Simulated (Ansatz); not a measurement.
Consider the redistribution: `FB([SiH3])[SeH]` + `[SiH3]CC1C[SiH2]1` → `FB([SiH3])C[SiH3]` + `[SeH]C1C[SiH2]1`.

Isolated molecules relaxed with PBE0-D4/def2-TZVP in Ansatz; ΔE leaves out vibrations. CCSD(T)/CBS is the MP2 limit (def2-TZVPP, def2-QZVPP) plus CCSD(T) − MP2 in def2-TZVPP, frozen cores. DFT in def2-TZVPP. B3LYP here is the variant with VWN-RPA as its local correlation; programs differ in this. For Se outer-core shells are correlated without core-valence functions, which leaves a few kJ/mol of doubt a bond. Scalar relativity is left out up to krypton. Each species was taken in one conformer, which may not be the lowest.

```csv
level,ΔE (kJ/mol),difference from CCSD(T)/CBS
B3LYP-D4,46.9,-0.8
ωB97M-V,43.6,-4.1
PBE,50.7,3.0
PBE0,48.6,0.9
B3LYP,46.7,-1.0
MP2/def2-TZVPP,47.0,-0.7
CCSD(T)/def2-TZVPP,47.1,-0.6
HF/CBS(def2),40.3,-7.4
MP2/CBS(def2),47.6,-0.1
CCSD/CBS(def2),46.2,-1.5
CCSD(T)/CBS,47.7,0
```

Largest T1 diagnostic among the species: 0.013.

In def2-TZVPP, CCSD(T) changes the Hartree–Fock value by +5.7 kJ/mol (the triples alone add +1.5 kJ/mol) and MP2 by +5.7 kJ/mol.
